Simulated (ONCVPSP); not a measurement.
**Before and after: ONCV potential for I (Z = 53)**

- Element: I (Z = 53)
- Generator: ONCVPSP 4.0.1
- Type: optimised norm-conserving Vanderbilt (ONCV)
- Functional: revPBE
- Relativity: scalar-relativistic
- Frozen core: [Kr]
- Valence charge: 17
- Reference configuration: 4d10 5s2 5p4.5 (charge +0.5)
- Partial waves: 5s: rc 1.50 bohr, ncon 4, nbas 8, qcut 3.4 1/bohr, 2 projectors, debl 2.3 Ha; 5p: rc 1.75 bohr, ncon 3, nbas 7, qcut 4.4 1/bohr, 2 projectors, debl 3.2 Ha; 4d: rc 1.00 bohr, ncon 4, nbas 8, qcut 8.7 1/bohr, 1 projector
- Local potential: polynomial inside 0.90 bohr (lpopt 5, dvloc0 0 Ha)
- Core correction: polynomial model core, fcfact 0.65

Change: p: rc 1.28.

Cutoffs: the cutoffs (Ha) at which the residual kinetic energy of the hardest occupied pseudo-wave falls to 1 and 0.1 mHa per electron; they do not see the model core or the augmentation charge, which bear on the density cutoff. Errors are all-electron minus pseudo energies relative to the spin-unpolarised reference configuration.

Problem. Predict the effect on cutoff, ghosts and configuration errors.

Solution. The potential gets neither clearly harder nor softer (191 Ha and 236 Ha → 191 Ha and 236 Ha); both files keep a bound ghost (p, s); of the 4 tests that both files solve, the error grows in 4 and shrinks in 0 by more than 15 % and 0.3 meV (median size 4.6 → 6.5 meV). That the errors move this way runs against the usual rule that smaller radii transfer better.

| quantity | base | changed |
| --- | --- | --- |
| cutoff, loose | 191 Ha | 191 Ha |
| cutoff, tight | 236 Ha | 236 Ha |
| loose cutoff by channel | s 23 Ha, p 8.3 Ha, d 191 Ha | s 23 Ha, p 124 Ha, d 191 Ha |
| bound ghosts | s, p | s, p |
| GHOST(+) flags under 300 eV | none | none |
| error for 4d10 5s2 5p5, meV [ΔE -4.51 eV] | +1.4 | +1.9 |
| error for 4d10 5s2 5p4, meV [ΔE 6.58 eV] | -2.0 | -2.6 |
| error for 4d10 5s2 5p3, meV [ΔE 26.38 eV] | -7.3 | -10 |
| error for 4d10 5s2 5p2, meV [ΔE 55.64 eV] | -13 | -21 |
| s: phases at 1.53 bohr within 0.05 rad from the reference energy up to (Ha; the scan ends near 5) | 4.2 | 4.2 |
| d: phases at 1.02 bohr within 0.05 rad from the reference energy up to (Ha; the scan ends near 5) | to the end of the scan | to the end of the scan |
| rms error of d²Exc/dni dnj with the model core, mHa | 0.23 | 0.27 |

 A true bound ghost makes a file unfit for plane-wave use even where its test errors are small: the radial tests pick states by their node count and pass the ghost by.
